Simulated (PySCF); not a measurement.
# Working with the constants of SnPb

UHF-CCSD(T) constants of SnPb, ³Σ⁻ (triplet), unpaired electrons π ↑↑ (PySCF, scalar-relativistic core potentials, basis sets Sn def2-SVP with ECP28, Pb def2-SVP with ECP60; masses 119.9022 and 207.9766 u):

```
ωe              : 160.7 cm⁻¹
ωexe            : 0.253 cm⁻¹
Be              : 0.026996 cm⁻¹
αe              : 6.01e-05 cm⁻¹
D (centrifugal) : 3.05e-09 cm⁻¹
De to Sn + Pb   : 1.83 eV
```

Question: Give the vibrational terms G(v) and spacings up to v = 6.

Answer: G(v) = ωe(v+½) − ωexe(v+½)².

```tsv
v	G(v) (cm⁻¹)	G(v) − G(v−1)	Bv (cm⁻¹)
0	80.3		0.02697
1	240.5	160.2	0.02691
2	400.2	159.7	0.02685
3	559.4	159.2	0.02679
4	718.0	158.7	0.02673
5	876.2	158.2	0.02667
6	1033.9	157.7	0.02661
```

Question: How well does the Morse estimate ωe²/(4ωexe) reproduce De, and what is D0?

Answer: It gives 3.16 eV, 173 % of the computed De. D0 = De − G(0) = 1.83 − 0.01 = 1.82 eV.

Correlated steps freeze 8 core orbitals. Correlated levels converge slowly with the basis: in double zeta they bind strong bonds too weakly, by up to about 1 eV, and carry superposition errors of some tenths. These are scalar-relativistic numbers at best; spin–orbit coupling would shift them, the dissociation energy most. The state was picked by a PBE0 search and need not be the measured ground state.
